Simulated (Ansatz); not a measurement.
Total energies of Cd₁₃H₃₀S₁₃ from Ansatz at PBE0-D4/def2-TZVP, gas phase (1 Eh = 27.2114 eV = 2625.5 kJ/mol). The reference geometry is relaxed at r2SCAN-D4/def2-SVP.

```xyz
56

Cd   -3.024    1.486    0.966
Cd   -1.123    3.168   -3.296
Cd   -0.581    5.328    0.002
Cd    0.557    2.159    2.705
Cd    1.868    4.799   -2.008
Cd   -4.063   -2.347   -2.925
Cd   -4.800   -2.375    0.202
Cd   -1.154   -1.489    2.955
Cd   -1.571   -4.293   -1.115
Cd    0.453   -0.269   -0.828
Cd    4.623   -0.021    0.883
Cd    3.907   -3.475    1.799
Cd    2.985   -1.527    4.181
S    -2.115    3.334   -0.876
S    -4.028   -0.091   -0.990
S    -2.364    0.859   -4.145
S    -0.702    0.418    1.284
S     0.953    1.909   -2.183
S     1.494    3.796    0.766
S     2.905    0.702    2.725
S     4.295    2.059   -0.894
S    -1.174   -1.852   -2.122
S    -2.382   -3.088    1.065
S     1.155   -2.884    2.750
S     1.073   -4.704   -0.459
S     2.653   -1.502   -0.145
H    -4.159    2.128    2.041
H    -1.035    4.270   -4.575
H    -1.126    6.676    0.854
H     0.216    5.383   -1.821
H     0.226    2.899    4.187
H     3.457    4.803   -2.521
H    -4.176   -1.871   -4.522
H    -6.238   -2.556    1.063
H    -4.365   -3.326   -1.492
H    -1.909   -1.548    4.465
H    -2.160   -5.628   -1.971
H     6.253   -0.462    0.949
H     4.044   -4.913    0.960
H     3.111   -1.593    5.861
H     4.368   -2.189    2.912
H    -3.234    4.072   -1.061
H    -5.260    0.469   -1.000
H    -3.049    0.570   -2.986
H    -3.425    1.471   -4.722
H     1.593    1.447   -3.282
H     2.029    4.713    1.604
H     3.659    1.455    3.558
H     3.311    2.741   -0.214
H     5.292    2.829   -0.398
H    -0.484   -2.150   -3.247
H    -2.795   -4.117    1.839
H     0.865   -3.777    3.726
H     1.062   -4.099    0.777
H     0.900   -5.947    0.052
H     3.191   -1.853   -1.336
```

```tsv
state	geometry	energy (Eh)
charge 0 singlet	reference	-7374.24159
charge 1 doublet	reference	-7373.93854
charge -1 doublet	reference	-7374.29291
free Cd atom (singlet)	–	-167.77479
free S atom (triplet)	–	-397.97371
free H atom (doublet)	–	-0.50104
```

In the def2 sets Cd takes a core potential; there is no spin–orbit coupling. Single mean-field runs in def2-TZVP are fitted with def2-universal-jkfit.

Question: Work out the vertical ionisation energy to the doublet.

Answer: E(charge 1 doublet) − E(charge 0 singlet) = -7373.93854 − (-7374.24159) = 0.30305 Eh = 8.25 eV. For comparison, −ε of the highest occupied level is 7.20 eV at this level, 1.05 eV less.

Question: Work out the vertical electron affinity, to the doublet.

Answer: E(charge 0 singlet) − E(charge -1 doublet) = -7374.24159 − (-7374.29291) = 0.05132 Eh = 1.40 eV. The basis lacks diffuse functions, which makes affinities too small.

Question: Give the fundamental gap IE − EA, the Mulliken electronegativity (IE + EA)/2 and the hardness (IE − EA)/2.

Answer: From the values in Eh: IE − EA = 0.30305 − 0.05132 = 0.25173 Eh = 6.85 eV; (IE + EA)/2 = 4.82 eV; (IE − EA)/2 = 3.42 eV. The HOMO–LUMO gap of the same run is 4.99 eV, 1.86 eV smaller than the fundamental gap.

Question: What is the binding energy per atom against free atoms?

Answer: Atoms: 13 × (-167.77479) + 13 × (-397.97371) + 30 × (-0.50104) = -7369.76170 Eh. Binding: -7369.76170 − (-7374.24159) = 4.47989 Eh = 121.90 eV, or 2.18 eV for each of 56 atoms (no zero-point energy, no counterpoise term).
